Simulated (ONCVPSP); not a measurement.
What one change does to a pseudopotential (mercury (Hg), ONCV)

mercury (Hg), optimised norm-conserving Vanderbilt (ONCV), made with ONCVPSP 4.0.1 (PBE, scalar-relativistic). Core [Kr] 4d10 4f14, reference 5s2 5p6 5d10 6s2. Waves: 5s+6s: rc 1.15 bohr, ncon 3, nbas 8, qcut 8.2 1/bohr, 2 projectors; 5p: rc 1.75 bohr, ncon 4, nbas 8, qcut 9.7 1/bohr, 2 projectors, debl 1.7 Ha; 5d: rc 1.60 bohr, ncon 4, nbas 9, qcut 10.4 1/bohr, 2 projectors, debl 0.9 Ha. Local part: polynomial inside 0.85 bohr (lpopt 4, dvloc0 4 Ha). Core correction: none.

In the p channel the program set the typed energies aside and used -2.444, 0.250 Ha.

Change: functional LDA (Perdew-Wang 92). In the p channel the program set the typed energies aside and used -2.453, 0.250 Ha.

Cutoffs: the cutoffs (Ha) at which the residual kinetic energy of the hardest occupied pseudo-wave falls to 1 and 0.1 mHa per electron; they do not see the model core or the augmentation charge, which bear on the density cutoff. Errors are all-electron minus pseudo energies relative to the spin-unpolarised reference configuration.

Task: Predict the effect on cutoff, ghosts and configuration errors.

Result: The potential gets neither clearly harder nor softer (31 Ha and 126 Ha → 31 Ha and 128 Ha); the errors of the 4 common tests hardly move; neither file shows a bound ghost.

| quantity | base | changed |
| --- | --- | --- |
| cutoff, loose | 31 Ha | 31 Ha |
| cutoff, tight | 126 Ha | 128 Ha |
| loose cutoff by channel | s 31 Ha, p 16 Ha, d 22 Ha | s 31 Ha, p 16 Ha, d 23 Ha |
| bound ghosts | none | none |
| GHOST(+) flags under 300 eV | s at 222.7 eV | s at 217.4 eV |
| error for 5s2 5p6 5d10 6s1, meV [ΔE 10.69 → 11.04 eV] | -3.9 | -3.5 |
| error for 5s2 5p6 5d10 6s0, meV [ΔE 29.66 → 30.43 eV] | -11 | -10 |
| error for 5s2 5p6 5d9 6s0, meV [ΔE 65.19 → 66.25 eV] | -18 | -19 |
| error for 5s2 5p6 5d10 6s1.5, meV [ΔE 4.36 → 4.52 eV] | -1.5 | -1.4 |
| s: phases at 1.17 bohr within 0.05 rad from the reference energy up to (Ha; the scan ends near 5) | to the end of the scan | to the end of the scan |
| p: phases at 1.77 bohr within 0.05 rad from the reference energy up to (Ha; the scan ends near 5) | to the end of the scan | to the end of the scan |
| d: phases at 1.62 bohr within 0.05 rad from the reference energy up to (Ha; the scan ends near 5) | to the end of the scan | to the end of the scan |
